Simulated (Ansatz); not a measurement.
Basis-set extrapolation for C2H9BSSi, SMILES `BCSC[SiH3]` (PBE0-D4/def2-TZVP geometry, frozen core, Ansatz 0.2.0). Multiplicity 1, RHF reference.

|  | def2-TZVPP | def2-QZVPP |
| --- | --- | --- |
| HF | -792.156122 | -792.181645 |
| MP2 correlation | -0.755606 | -0.809180 |
| CCSD(T) correlation | -0.860386 | not run |

Energies in hartree. Use E(X) = E(∞) + A·exp(−7.88·√X) for Hartree–Fock and E(X) = E(∞) + B·X^(−2.97) for correlation, with X = 3 and 4, and add CCSD(T) minus MP2 of the smaller set to the MP2 limit.

Q: What is the CCSD(T) energy at the basis-set limit?

A: HF limit: -792.181645 + (-0.025523) × 0.13774 = -792.18516. MP2 limit: -0.809180 + (-0.053574) × 0.74074 = -0.84886. Higher-order term: -0.860386 − (-0.755606) = -0.10478. Total: -793.13880 hartree, 76.7 kcal/mol below CCSD(T)/def2-TZVPP.
